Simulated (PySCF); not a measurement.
## UHF on Hg (mercury, neutral)

Configuration: [Xe] 4f14 5d9 6s2 7s1, high-spin 3D determinant (an excited configuration). Computed with PySCF 2.14 in x2c-TZVPPall with one added diffuse shell each of s, p, d, f type (12s8p8d4f1g, 113 functions), with the spin-free X2C one-electron Hamiltonian (Gaussian nucleus).

```
Total energy                                                  : -19619.487295 hartree
One-electron energy                                           : -26864.1361 hartree
Hartree (Coulomb) energy                                      : 7616.7782 hartree
Exchange energy                                               : -372.1294 hartree
⟨S²⟩                                                          : 2.0022
⟨L²⟩                                                          : 6.021
Sum of ⟨r⟩                                                    : 52.13 bohr
Sum of ⟨r²⟩                                                   : 123.7 bohr²
Traceless quadrupole moment −½Σ⟨3z² − r²⟩ along its main axis : 0.241 e·bohr²
Langevin diamagnetic susceptibility                           : -97.9 ×10⁻⁶ cm³/mol
```

```tsv
shell	electrons	mean orbital energy (hartree)	spread (hartree)	rms radius, mean of both spins (bohr)
1s α	1	-3071.07953	0	0.0187
1s β	1	-3071.07932	0	0.0187
2s α	1	-550.19483	0	0.0755
2s β	1	-550.18837	0	0.0755
2p α	3	-476.56045	0.00667	0.0694
2p β	3	-476.55386	0.00101	0.0694
3s α	1	-133.41191	0	0.193
3s β	1	-133.40945	0	0.193
3p α	3	-111.70295	0.01175	0.195
3p β	3	-111.70037	0.00884	0.195
3d α	5	-87.75701	0.01297	0.179
3d β	5	-87.75118	0.01587	0.179
4s α	1	-30.99893	0	0.424
4s β	1	-30.99039	0	0.424
4p α	3	-23.72724	0.02424	0.452
4p β	3	-23.71897	0.01467	0.452
4d α	5	-14.71654	0.03027	0.481
4d β	5	-14.70426	0.03231	0.481
5s α	1	-5.47004	0	0.966
5s β	1	-5.40927	0	0.966
4f α	7	-4.74900	0.02722	0.527
4f β	7	-4.74121	0.01651	0.527
5p α	3	-3.41261	0.05837	1.11
5p β	3	-3.32872	0.04287	1.11
5d α	5	-0.93595	0.07036	1.53
5d β	4	-0.89451	0.05084	1.53
6s α	1	-0.54212	0	2.75
6s β	1	-0.51979	0	2.75
7s α	1	-0.09492	0	8.36
```

Spin-orbit coupling, absent here, splits the open shell strongly. The outer electron is Rydberg-like, and this basis confines it to a smaller radius and binds it less than a complete one would.

Densities and radii are taken from the X2C orbitals without a picture-change correction, which distorts them close to the nucleus.

Spin-orbit constants ζ (cm⁻¹) from the X2C one-electron operator on these orbitals: bare nucleus, nucleus screened by l(l+1)(2l+1)/3 electrons, and screened by the Breit-Pauli mean field of the electrons.

```csv
shell,bare,screened nucleus,mean field
2p,9660000,9419000,n/a
3p,2162000,2108000,n/a
3d,334900,293000,n/a
4p,518600,505600,n/a
4d,71270,62360,n/a
4f,14510,9429,n/a
5p,85390,83260,n/a
5d,7316,6401,n/a
```

To first order the Landé constant is A = -3201 cm⁻¹, so the lowest level has J = 3 and lies 0.794 eV below the centre of the term. This holds in LS coupling only.
